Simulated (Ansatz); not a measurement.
The cluster Cs₃H₃⁻. Total charge -1; doublet. Geometry relaxed at r2SCAN-D4/def2-TZVPD.

Cartesian coordinates in Å:
```
Cs 0.866 -3.145 1.058
Cs -2.621 -0.405 -0.859
Cs 1.034 1.581 2.050
H 0.368 0.939 -1.102
H 0.416 1.536 -1.570
H -0.063 -0.506 0.424
```

In the def2 sets Cs takes a core potential; there is no spin–orbit coupling. The charge -1 doublet is spin-contaminated (final ⟨S²⟩ up to 1.50, 0.75 for a pure state). In the doublet, H4 and H5 lie 0.76 Å apart (atoms count from 1), so H2 has formed as a molecule. The structure comes from a short search, and lower isomers may exist.

(1) Estimate the harmonic wavenumbers at UKS r2SCAN-D4/def2-TZVPD (Ansatz, unscaled). Is this a minimum?

Results:

(1) 18, 22, 29, 55, 112, 123, 319, 545, 601, 692, 694, 4074 cm⁻¹. Yes, no mode is imaginary beyond noise. Zero-point energy 43.6 kJ/mol. It took 2.3 min on 4 threads of Arm Neoverse V2 on a shared host.
